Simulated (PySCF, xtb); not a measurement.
H2O3Si, SMILES O=[Si](O)O. The values are those of a single conformer.

Harmonic wavenumbers (cm⁻¹) from GFN2-xTB in xtb at its own minimum, in rising order: 269, 278, 318, 330, 396, 787, 840, 874, 989, 1438, 3673, 3675.

### Question
What does B3LYP-D3(BJ)/def2-SVP run with PySCF give at its own minimum? (The exact figures need the calculation; the answer reports its results.)

### Answer
307, 324, 358, 400, 474, 818, 821, 884, 1017, 1289, 3858, 3860. Paired by order, the mean absolute difference is 73 cm⁻¹ and the zero-point energies are 19.8 and 20.6 kcal/mol.
